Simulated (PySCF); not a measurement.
Species: C7H11ClO3.
SMILES with atom numbers: `[CH3:1][O:2][C@:3]1([CH2:4][Cl:5])[CH2:6][C:7](=[O:8])[CH2:9][CH2:10][O:11]1` (hydrogens: H12, H13, H14 on C1; H15, H16 on C4; H17, H18 on C6; H19, H20 on C9; H21, H22 on C10)

The same species was optimised twice, with GFN2-xTB and with PBE0-D3(BJ)/def2-SVP (PySCF), and the same property calculations (PySCF, gas phase) were run on both structures.

```
      coordinate  GFN2-xTB  PBE0-D3(BJ)/def2-SVP  change
       C3–C6 (Å)     1.544                 1.530  -0.014
       C1–O2 (Å)     1.417                 1.406  -0.011
       C3–C4 (Å)     1.540                 1.529  -0.011
      C9–C10 (Å)     1.533                 1.524  -0.009
      C3–O11 (Å)     1.412                 1.406  -0.006
       O2–C3 (Å)     1.398                 1.393  -0.005
      C4–Cl5 (Å)     1.769                 1.774  +0.005
       C7=O8 (Å)     1.201                 1.205  +0.004
     C10–O11 (Å)     1.415                 1.412  -0.003
       C7–C9 (Å)     1.512                 1.512   0.000
       C6–C7 (Å)     1.513                 1.513   0.000
   C7–C9–C10 (°)     108.1                 111.3    +3.2
    C4–C3–C6 (°)     110.8                 112.9    +2.1
    C6–C7–C9 (°)     112.3                 113.6    +1.3
   C3–C4–Cl5 (°)     110.9                 112.1    +1.2
   C4–C3–O11 (°)     103.7                 102.9    -0.8
    C3–C6–C7 (°)     110.4                 111.1    +0.7
    C6–C7–O8 (°)     123.8                 123.1    -0.7
    O8–C7–C9 (°)     123.9                 123.3    -0.6
 C1–O2–C3–C4 (°)       -54                   -51      +3
O2–C3–C4–Cl5 (°)       -56                   -55      +1
```

Rotational constants: A = 1499, B = 696.8, C = 609.0 MHz (GFN2-xTB) against A = 1520, B = 691.0, C = 600.2 MHz (PBE0-D3(BJ)/def2-SVP). Point groups within 0.08 Å: C1 and C1.

On the GFN2-xTB structure: HOMO (eV) -7.23 [PBE0/pcSseg-1]; LUMO (eV) -0.55 [PBE0/pcSseg-1]; dipole (D) 3.93 [PBE0/pcSseg-1]; GIAO shielding of C1 (ppm) 136.9 [PBE0/pcSseg-1]; GIAO shielding of O2 (ppm) 279.9 [PBE0/pcSseg-1]; GIAO shielding of C3 (ppm) 79.2 [PBE0/pcSseg-1]; GIAO shielding of C4 (ppm) 134.7 [PBE0/pcSseg-1]; GIAO shielding of Cl5 (ppm) 905.9 [PBE0/pcSseg-1]; GIAO shielding of C6 (ppm) 133.5 [PBE0/pcSseg-1]; GIAO shielding of C7 (ppm) -19.9 [PBE0/pcSseg-1]; GIAO shielding of O8 (ppm) -348.9 [PBE0/pcSseg-1].

Problem. What do these properties become on the PBE0-D3(BJ)/def2-SVP structure?

Solution. 
```json
{"property": "HOMO (eV)", "level": "PBE0/pcSseg-1", "on GFN2-xTB": "-7.23", "on PBE0-D3(BJ)/def2-SVP": "-7.25", "change": "-0.02"}
{"property": "LUMO (eV)", "level": "PBE0/pcSseg-1", "on GFN2-xTB": "-0.55", "on PBE0-D3(BJ)/def2-SVP": "-0.59", "change": "-0.04"}
{"property": "dipole (D)", "level": "PBE0/pcSseg-1", "on GFN2-xTB": "3.93", "on PBE0-D3(BJ)/def2-SVP": "3.93", "change": "0.00"}
{"property": "energy, GFN2-xTB geometry as zero (kcal/mol)", "level": "PBE0/pcSseg-1", "on GFN2-xTB": "0.0", "on PBE0-D3(BJ)/def2-SVP": "-0.8", "change": "-0.8"}
{"property": "GIAO shielding of C1 (ppm)", "level": "PBE0/pcSseg-1", "on GFN2-xTB": "136.9", "on PBE0-D3(BJ)/def2-SVP": "136.6", "change": "-0.3"}
{"property": "GIAO shielding of O2 (ppm)", "level": "PBE0/pcSseg-1", "on GFN2-xTB": "279.9", "on PBE0-D3(BJ)/def2-SVP": "282.8", "change": "+2.9"}
{"property": "GIAO shielding of C3 (ppm)", "level": "PBE0/pcSseg-1", "on GFN2-xTB": "79.2", "on PBE0-D3(BJ)/def2-SVP": "82.6", "change": "+3.4"}
{"property": "GIAO shielding of C4 (ppm)", "level": "PBE0/pcSseg-1", "on GFN2-xTB": "134.7", "on PBE0-D3(BJ)/def2-SVP": "134.2", "change": "-0.5"}
{"property": "GIAO shielding of Cl5 (ppm)", "level": "PBE0/pcSseg-1", "on GFN2-xTB": "905.9", "on PBE0-D3(BJ)/def2-SVP": "905.1", "change": "-0.8"}
{"property": "GIAO shielding of C6 (ppm)", "level": "PBE0/pcSseg-1", "on GFN2-xTB": "133.5", "on PBE0-D3(BJ)/def2-SVP": "134.3", "change": "+0.8"}
{"property": "GIAO shielding of C7 (ppm)", "level": "PBE0/pcSseg-1", "on GFN2-xTB": "-19.9", "on PBE0-D3(BJ)/def2-SVP": "-20.6", "change": "-0.7"}
{"property": "GIAO shielding of O8 (ppm)", "level": "PBE0/pcSseg-1", "on GFN2-xTB": "-348.9", "on PBE0-D3(BJ)/def2-SVP": "-353.9", "change": "-5.0"}
```

The heavy atoms differ by 0.065 Å rms after alignment. Among bonds between heavy atoms C3–C6 changes most (-0.014 Å). Changes are differences of the printed values. Neither structure is proved a minimum here.
